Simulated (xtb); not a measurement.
Sb(H)(Me)2 (C2H7Sb), SMILES [CH3][SbH][CH3]. All values are semi-empirical tight-binding results from xtb (GFN2-xTB unless named), good for trends rather than for accurate numbers. Geometry: GFN2-xTB.

For metal compounds this method's bond lengths and energies can be far off.

Problem. Estimate the properties. (Estimate from the structure and the level; the computed values follow.)

Solution. 
```json
{
  "point_group_as_xtb_finds_it": "Cs",
  "orbital_gap": "4.78 eV",
  "zero_point_energy": "48.5 kcal/mol",
  "G − E(el) at 298.15 K (modified RRHO)": "29.6 kcal/mol"
}
```
